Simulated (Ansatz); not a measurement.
Molecule: ethoxy(difluoro)borane, C2H5BF2O, net charge 0, singlet state. 
Geometry from a B3LYP-D3(BJ)/def2-TZVP (Ansatz, a program for electronic structure) optimisation:
```
C
H 1 1.0897
H 1 1.0915 2 108.42
O 1 1.4385 2 105.71 3 -117.54
B 4 1.3392 1 122.40 2 146.61
F 5 1.3262 4 119.60 1 178.76
F 5 1.3350 6 117.54 4 -179.85
C 1 1.5143 2 111.06 3 122.30
H 8 1.0905 1 110.63 2 60.59
H 8 1.0913 9 108.64 1 -121.96
H 8 1.0918 9 108.48 10 -117.34
```
Charge 0, spin multiplicity 1.

Computed values are from Ansatz. Cores are frozen in the correlated levels unless marked. Open shells are spin-unrestricted. Spin-orbit coupling is left out. No relativistic terms. CBS marks a two-point X^-3 extrapolation of the correlation energy; Hartree-Fock from the larger set. The bracket is a focal-point correction in the basis named.

Task: What is the total energy at CCSD(T)/CBS(aug-cc-pVTZ,aug-cc-pVQZ)?

Result: -378.8288 Eh.

Task: What is the vertical triplet-singlet gap at RI-MP2/CBS(aug-cc-pVTZ,aug-cc-pVQZ)+[CCSD(T)-MP2]/aug-cc-pVTZ?

Result: 8.69 eV.

Task: What is the dipole moment at CCSD(T)/aug-cc-pVDZ?

Result: 2.60 D.

Task: What is the atomisation energy De at CCSD(T)/CBS(aug-cc-pVTZ,aug-cc-pVQZ)?

Result: 1137.3 kcal/mol.

Task: What is the vertical ionisation energy (to the doublet) at RI-MP2/CBS(aug-cc-pVTZ,aug-cc-pVQZ)+[CCSD(T)-MP2]/aug-cc-pVTZ?

Result: 12.10 eV.
